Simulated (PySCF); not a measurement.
A structure optimised at B3LYP-D3(BJ)/def2-TZVP, used in a PySCF frequency run:

```
Si
H 1 1.4822
H 1 1.4822 2 109.06
H 1 1.4858 2 108.50 3 -118.01
Si 1 2.3328 2 109.07 4 -122.97
H 5 1.4855 1 114.07 2 -176.04
H 5 1.4855 6 109.55 1 129.25
```
Charge 0, spin multiplicity 2.

Problem. Write its SMILES, formula and point group.

Solution. [SiH2][SiH3], H5Si2, Cs

Problem. What are its rotational constants (standard atomic weights)?

Solution. 53.275, 5.3264, 5.1990 GHz
